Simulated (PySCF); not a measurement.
Atoms are numbered as in `[F:1][CH2:2][GeH3:3]`. Each H is labelled by its parent atom.

Geometry: PBE0-D3(BJ)/def2-SVP; GIAO shifts from PySCF 2.14.0 with density-fitted response routines, gas phase, non-relativistic, averaged over equivalent atoms.

At PBE0/pcSseg-1 (100 basis functions, 10 s wall time on 1 thread of an Arm Neoverse N1, shared host):
| atoms | δ (ppm) |
| --- | --- |
| F1 | -284.0 |
| C2 | 75.5 |
| Ge3 | -235.9 |
| H(C2) | 4.88 |
| H(Ge3) | 3.96 |

Scale: 19F (177.25 ppm) against CFCl3; 13C (184.41 ppm) and 1H (31.27 ppm) against TMS; GeMe4 for 73Ge (1330.28 ppm) (reference shieldings calculated alike).

Q: Predict the values at HF/pcSseg-2 on the same geometry.

A: 
```csv
atoms,δ at HF/pcSseg-2,change
F1,-244.3,+39.7
C2,68.6,-6.9
Ge3,-197.2,+38.7
H(C2),4.44,-0.44
H(Ge3),3.73,-0.23
```

Scale: 19F (245.28 ppm) vs CFCl3; 13C (191.47 ppm) and 1H (31.68 ppm) vs TMS; GeMe4 for 73Ge (1492.80 ppm) (reference shieldings calculated alike).

The largest change is at F1 (fluorine on an sp3 carbon). Cost: 205 basis functions, 13 s wall time on 1 thread of an Arm Neoverse N1, shared host.

Relativistic effects, spin–orbit coupling among them, are left out; they matter for Ge and for the light atoms bonded to it. Unscaled 19F shifts against computed CFCl3 carry errors that often reach 10 to 50 ppm.
